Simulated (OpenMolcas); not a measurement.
An atom or ion with 7 electrons was computed by SS-RASPT2, IPEA 0.25 Eh, imaginary shift 0.1 Eh with spin-orbit coupling (OpenMolcas, ANO-RCC-VTZP, DKH2). The lowest levels that the run gave, each within 12 % of the measured value where one is at hand:

```json
{"J": "3/2", "Parity": "odd", "E (cm-1)": "0.0", "g": "2.002"}
{"J": "3/2", "Parity": "odd", "E (cm-1)": "19880", "g": "0.800"}
{"J": "5/2", "Parity": "odd", "E (cm-1)": "19880", "g": "1.200"}
{"J": "3/2", "Parity": "odd", "E (cm-1)": "29820", "g": "1.334"}
{"J": "1/2", "Parity": "odd", "E (cm-1)": "29820", "g": "0.666"}
{"J": "5/2", "Parity": "even", "E (cm-1)": "88340", "g": "1.601"}
{"J": "3/2", "Parity": "even", "E (cm-1)": "88400", "g": "1.735"}
{"J": "1/2", "Parity": "even", "E (cm-1)": "88440", "g": "2.671"}
```

**Question.** Which ion is it, and what are the configurations and terms?

**Answer.** N I (Z = 7, neutral; active space 5 electrons in 9 orbitals (RAS2 2s 2p; RAS3 3d, at most 2 electrons)). J, parity and g give the terms where levels are pure, and mixed ones are named by the computed weights; the size of the splittings, set against known spectra of the 7-electron sequence, gives the charge. In order, with the measured energies in cm-1 (NIST Handbook of Basic Atomic Spectroscopic Data): 2s2 2p3 4S* 3/2, 2s2 2p3 2D* 3/2 (19233), 2s2 2p3 2D* 5/2 (19224), 2s2 2p3 2P* 3/2 (28839), 2s2 2p3 2P* 1/2 (28839), 2s 2p4 4P 5/2 (88107), 2s 2p4 4P 3/2 (88151), 2s 2p4 4P 1/2 (88171).

Term energies are means over components that CASPT2 splits; among the terms shown or strongly mixed into the levels shown the widest spread is 11 cm-1 (2s2 2p3 2D*). Active for correlation alone: 3d; no level in the range computed is led by a configuration that fills it, so any true level of that kind is missing. Measured partners are found by configuration, term and J. A level has none where our copy of the source lacks it or the pairing is in doubt (some pairs that miss far off the trend of their configuration count as doubtful), and it then counts in no deviation. Levels of configurations outside the active space are missing.

* marks odd parity.
